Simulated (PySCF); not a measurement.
Compound: C₇H₁₅ (doublet state).
Z-matrix (Å and degrees, GFN2-xTB geometry), rows numbered from 1:
```
C 
C   1  1.4806
C   2  1.5466  1  107.82
C   2  1.5300  1  110.16  3  -118.33
C   2  1.5612  1  108.53  3   118.03
C   5  1.5292  2  111.12  1    55.24
C   5  1.5264  2  114.38  1   179.48
H   1  1.0717  2  121.53  3   112.30
H   1  1.0734  2  119.87  3   -62.64
H   3  1.0865  2  110.92  1  -175.54
H   3  1.0873  2  110.62  1    63.44
H   3  1.0878  2  109.65  1   -56.12
H   4  1.0863  2  111.13  1   177.58
H   4  1.0862  2  110.96  1   -61.10
H   4  1.0878  2  109.58  1    58.28
H   5  1.0962  2  106.10  1   -61.58
H   6  1.0871  5  110.91  2    71.18
H   6  1.0884  5  110.27  2   -49.17
H   6  1.0880  5  110.17  2  -169.25
H   7  1.0885  5  109.24  2   176.13
H   7  1.0870  5  111.06  2   -65.03
H   7  1.0862  5  111.83  2    56.83
```

The hyperfine couplings belong to this conformer and change with its torsions.

Identity: `[CH2]C(C)(C)C(C)C` [radical].

The calculation used UKS B3LYP, pcH-1 on C H, non-relativistic, mean-field spin-orbit, GIAO in PySCF 2.14.0. Isolated species at its GFN2-xTB geometry (one conformer only). A GFN2-xTB geometry isn't a minimum of the functional, and hyperfine couplings can be far from their values at a DFT geometry. The SCF solution wasn't tested for stability.

Principal values of hyperfine tensors in MHz (contact and dipolar terms together), for some of the nuclei:

```tsv
atom	isotope	A1	A2	A3
C3	13C	62.17	62.39	75.67
H8	1H	-105.09	-64.48	-25.47
H9	1H	-101.52	-62.38	-22.36
C5	13C	34.88	35.59	45.42
C2	13C	-31.42	-29.21	-27.70
H10	1H	22.63	23.99	30.41
C6	13C	7.49	8.87	14.19
H20	1H	5.20	5.62	7.91
```

**Question.** Split each tensor into its isotropic and traceless parts, and turn a_iso into mT with g = 2.0026.

**Answer.** a_iso is a third of the trace, T = A − a_iso, and a(mT) = a(MHz)/(g × 13.996).

```
atom  a_iso (MHz)  a_iso (mT)      T1     T2     T3
  C3        66.74       2.381   -4.57  -4.35   8.92
  H8       -65.02      -2.320  -40.08   0.54  39.54
  H9       -62.09      -2.215  -39.43  -0.29  39.73
  C5        38.63       1.378   -3.75  -3.04   6.79
  C2       -29.44      -1.050   -1.98   0.24   1.74
 H10        25.67       0.916   -3.04  -1.69   4.73
  C6        10.19       0.363   -2.70  -1.31   4.01
 H20         6.24       0.223   -1.04  -0.62   1.66
```

**Question.** What spin density at the nucleus of C5 lies behind its contact coupling (g_N = 1.40482)?

**Answer.** a_FC = 800.24 MHz bohr³ × g_N × ρ(0)/(2S). With a_FC = 38.63 MHz and 2S = 1, ρ(0) = 0.03436 bohr⁻³.

**Question.** C1 (13C, g_N = 1.40482) isn't in the table. Its spin density at the nucleus is 0.08073 bohr⁻³. What is its contact coupling?

**Answer.** By the same relation, a_FC = 90.8 MHz. Its full tensor has the principal values 8.84, 9.43, 253.99 MHz.

**Question.** In a single crystal, with the field along each principal axis of the tensor of H8 in turn, what first-order splitting does this nucleus give (isotropic g, quadrupole terms neglected)?

**Answer.** 2 lines (I = 1/2), spaced by |A_i|/(g × 13.996): 3.75, 2.30, 0.91 mT along the axes of A1, A2 and A3.
